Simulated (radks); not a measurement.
Coulomb parameter of the 4f shell of neutral praseodymium in the model configuration [Xe] 4f1.5 5d1.5 6s2, as a second difference U = [E(n + 0.5) + E(n - 0.5) - 2 E(n)] / (0.5)^2 with all orbitals relaxed. "Bare": the charge of the atom changes with n. "Screened": the 5d shell takes up the change at fixed total charge, which measures U(4f,4f) + U(5d,5d) - 2 U(4f,5d). Method: scalar-relativistic Kohn-Sham, PBE, spin-unpolarised, spherical densities, point nucleus; computed with a radial shooting solver on a logarithmic mesh with Libxc functionals.

| case | configuration | E - E(n) (eV) |
|---|---|---|
| start | [Xe] 4f1.5 5d1.5 6s2 | 0.000 |
| bare +0.5 | [Xe] 4f2 5d1.5 6s2 | -3.009 |
| bare -0.5 | [Xe] 4f1 5d1.5 6s2 | 6.378 |
| screened +0.5 | [Xe] 4f2 5d1 6s2 | -2.230 |
| screened -0.5 | [Xe] 4f1 5d2 6s2 | 3.504 |

U(bare) = 13.476 eV, U(screened by 5d) = 5.098 eV, against the Slater integral F0(4f,4f) = 25.375 eV with frozen orbitals. The step up makes a negative ion, whose loosely bound charge lowers the bare value.
